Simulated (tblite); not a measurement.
Compound: C5H8BFSi.
SMILES with atom numbers: `[CH2:1]=[C:2]([CH3:3])[C:4]#[C:5][SiH2:6][BH:7][F:8]` (hydrogens: H9, H10 on C1; H11, H12, H13 on C3; H14, H15 on Si6; H16 on B7)

Computed with GFN2-xTB (tblite), gas phase: L-BFGS steps from a force-field or distance-geometry start until the largest atomic force falls under 0.01 eV/Å.

Step 39: E = -610.0030 eV
```
atom  x, y, z in Å  |  force x, y, z in eV/Å
C1     -2.1983    1.2236    1.2586    0.005  -0.001  -0.007
C2     -1.7944    0.2491    0.4459    0.020  -0.008  -0.010
C3     -2.7268   -0.6542   -0.3085    0.008   0.003  -0.001
C4     -0.4161   -0.0054    0.2337   -0.002   0.011   0.005
C5      0.7479   -0.2416   -0.0002    0.006   0.018   0.031
Si6     2.5335   -0.5855   -0.3481   -0.039  -0.036  -0.052
B7      3.7159    0.3879    0.8955   -0.004  -0.008   0.028
F8      4.6177   -0.2707    1.5928    0.027  -0.010   0.016
H9     -1.4928    1.8422    1.7876   -0.021  -0.001  -0.003
H10    -3.2439    1.4304    1.4165    0.022  -0.012  -0.009
H11    -3.7312   -0.2386   -0.3405    0.010  -0.006   0.024
H12    -2.7643   -1.6313    0.1743   -0.002   0.009  -0.005
H13    -2.3612   -0.8009   -1.3233   -0.033   0.005  -0.010
H14     2.6625   -2.0525   -0.2958   -0.003  -0.009  -0.013
H15     2.7246   -0.1929   -1.7595    0.015  -0.007   0.005
H16     3.7193    1.5494    1.0945   -0.009   0.052   0.000
```

Step 40: E = -610.0035 eV
```
atom  x, y, z in Å  |  force x, y, z in eV/Å
C1     -2.1963    1.2246    1.2576    0.002   0.013   0.000
C2     -1.7936    0.2508    0.4438    0.011  -0.014   0.003
C3     -2.7264   -0.6539   -0.3077    0.002   0.000  -0.003
C4     -0.4157   -0.0051    0.2311   -0.003   0.019  -0.001
C5      0.7479   -0.2413   -0.0038    0.003   0.010   0.030
Si6     2.5329   -0.5882   -0.3485   -0.022  -0.035  -0.072
B7      3.7105    0.3894    0.8964    0.000  -0.022   0.029
F8      4.6131   -0.2692    1.5923    0.038  -0.018   0.025
H9     -1.4906    1.8446    1.7841   -0.011   0.001   0.002
H10    -3.2414    1.4312    1.4189    0.015  -0.015  -0.014
H11    -3.7345   -0.2466   -0.3292    0.016   0.001   0.027
H12    -2.7525   -1.6337    0.1707    0.001   0.010  -0.021
H13    -2.3676   -0.7897   -1.3266   -0.037  -0.011  -0.006
H14     2.6644   -2.0559   -0.2947   -0.008   0.009  -0.010
H15     2.7289   -0.1976   -1.7610    0.010  -0.012   0.021
H16     3.7132    1.5495    1.1002   -0.019   0.064  -0.007
```

Step 41: E = -610.0040 eV
```
atom  x, y, z in Å  |  force x, y, z in eV/Å
C1     -2.1940    1.2259    1.2562    0.000   0.023   0.004
C2     -1.7924    0.2529    0.4414   -0.002  -0.017   0.016
C3     -2.7259   -0.6533   -0.3067   -0.004  -0.004  -0.006
C4     -0.4153   -0.0042    0.2277   -0.003   0.024  -0.008
C5      0.7478   -0.2414   -0.0080    0.003   0.002   0.025
Si6     2.5319   -0.5920   -0.3501    0.008  -0.020  -0.063
B7      3.7039    0.3908    0.8987    0.006  -0.029   0.020
F8      4.6087   -0.2676    1.5921    0.038  -0.015   0.028
H9     -1.4883    1.8476    1.7801    0.004   0.006   0.009
H10    -3.2382    1.4318    1.4215    0.001  -0.015  -0.019
H11    -3.7384   -0.2561   -0.3151    0.024   0.009   0.030
H12    -2.7381   -1.6364    0.1659    0.004   0.007  -0.036
H13    -2.3761   -0.7762   -1.3304   -0.041  -0.026  -0.003
H14     2.6667   -2.0599   -0.2938   -0.013   0.022  -0.008
H15     2.7346   -0.2036   -1.7626    0.005  -0.014   0.027
H16     3.7054    1.5509    1.1065   -0.028   0.048  -0.015
```

Step 42: E = -610.0045 eV
```
atom  x, y, z in Å  |  force x, y, z in eV/Å
C1     -2.1921    1.2273    1.2551   -0.001   0.022   0.004
C2     -1.7915    0.2544    0.4398   -0.010  -0.012   0.022
C3     -2.7256   -0.6527   -0.3058   -0.004  -0.005  -0.004
C4     -0.4150   -0.0031    0.2246    0.000   0.024  -0.011
C5      0.7477   -0.2419   -0.0109    0.006  -0.005   0.017
Si6     2.5312   -0.5955   -0.3522    0.031   0.004  -0.025
B7      3.6986    0.3915    0.9016    0.012  -0.025   0.004
F8      4.6062   -0.2666    1.5924    0.024  -0.002   0.024
H9     -1.4867    1.8503    1.7771    0.015   0.010   0.014
H10    -3.2358    1.4316    1.4232   -0.013  -0.012  -0.021
H11    -3.7412   -0.2636   -0.3030    0.024   0.017   0.031
H12    -2.7264   -1.6382    0.1613    0.003  -0.002  -0.042
H13    -2.3838   -0.7657   -1.3333   -0.040  -0.034  -0.005
H14     2.6684   -2.0630   -0.2937   -0.017   0.022  -0.007
H15     2.7396   -0.2088   -1.7636    0.002  -0.010   0.017
H16     3.6986    1.5529    1.1110   -0.032   0.008  -0.019
```

Problem. Estimate the geometry and energy of step 43. (The exact step hangs on the optimiser's Hessian estimate; all steps are aligned on step 42, rigid shifts and turns removed.)

Solution. E = -610.0049 eV, largest force 0.051 eV/Å
```
atom  x, y, z in Å  |  force x, y, z in eV/Å
C1     -2.1906    1.2288    1.2542    0.000   0.013   0.002
C2     -1.7909    0.2554    0.4391   -0.008  -0.002   0.019
C3     -2.7255   -0.6523   -0.3051   -0.001  -0.004  -0.001
C4     -0.4148   -0.0016    0.2219    0.007   0.018  -0.010
C5      0.7477   -0.2426   -0.0131    0.008  -0.006   0.010
Si6     2.5311   -0.5978   -0.3544    0.037   0.024   0.020
B7      3.6947    0.3915    0.9043    0.019  -0.014  -0.010
F8      4.6048   -0.2660    1.5931    0.008   0.014   0.018
H9     -1.4850    1.8525    1.7750    0.017   0.011   0.015
H10    -3.2340    1.4314    1.4242   -0.021  -0.007  -0.019
H11    -3.7431   -0.2692   -0.2930    0.018   0.022   0.031
H12    -2.7169   -1.6399    0.1567    0.001  -0.014  -0.039
H13    -2.3905   -0.7582   -1.3355   -0.037  -0.032  -0.009
H14     2.6694   -2.0647   -0.2934   -0.018   0.015  -0.007
H15     2.7435   -0.2130   -1.7643    0.002  -0.004   0.000
H16     3.6926    1.5546    1.1140   -0.032  -0.034  -0.020
```

The energy changes by -0.0004 eV. The first-order estimate −F·Δx gives -0.0005 eV and the mean of the old and new forces, exact on a quadratic surface, -0.0004 eV. The step makes an angle of 79° with the force vector and moves no atom by more than 0.012 Å.

What follows is the cost of the whole relaxation. Hardware: Arm Neoverse V2, one thread (shared host). Cost: 0.45 s wall.
